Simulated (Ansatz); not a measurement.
All numbers were calculated with Ansatz.

A structure relaxed at PBE0-D4/def2-TZVP, charge 0, multiplicity 1:

```json
{"atom": "C1", "x (Å)": "0.822", "y (Å)": "-1.525", "z (Å)": "0.941"}
{"atom": "N2", "x (Å)": "-0.243", "y (Å)": "-0.662", "z (Å)": "0.477"}
{"atom": "Ge3", "x (Å)": "0.134", "y (Å)": "0.871", "z (Å)": "-0.446"}
{"atom": "N4", "x (Å)": "-1.501", "y (Å)": "1.439", "z (Å)": "-1.046"}
{"atom": "H5", "x (Å)": "0.430", "y (Å)": "-2.515", "z (Å)": "1.193"}
{"atom": "H6", "x (Å)": "1.370", "y (Å)": "-1.149", "z (Å)": "1.818"}
{"atom": "H7", "x (Å)": "1.552", "y (Å)": "-1.668", "z (Å)": "0.139"}
{"atom": "H8", "x (Å)": "-0.974", "y (Å)": "-0.541", "z (Å)": "1.163"}
{"atom": "H9", "x (Å)": "1.167", "y (Å)": "0.442", "z (Å)": "-1.515"}
{"atom": "H10", "x (Å)": "0.700", "y (Å)": "2.054", "z (Å)": "0.377"}
{"atom": "H11", "x (Å)": "-1.923", "y (Å)": "0.851", "z (Å)": "-1.751"}
{"atom": "H12", "x (Å)": "-1.535", "y (Å)": "2.402", "z (Å)": "-1.349"}
```

**Question.** Give its formula and SMILES.

**Answer.** CH8GeN2, `C[NH][GeH2][NH2]`.

**Question.** Summarise the bond lengths by kind.

**Answer.** 1 × C–N 1.447 Å; 3 × C–H 1.094 to 1.100 Å; 2 × Ge–N 1.828 to 1.832 Å; 3 × H–N 1.010 Å; 2 × Ge–H 1.547 to 1.549 Å.
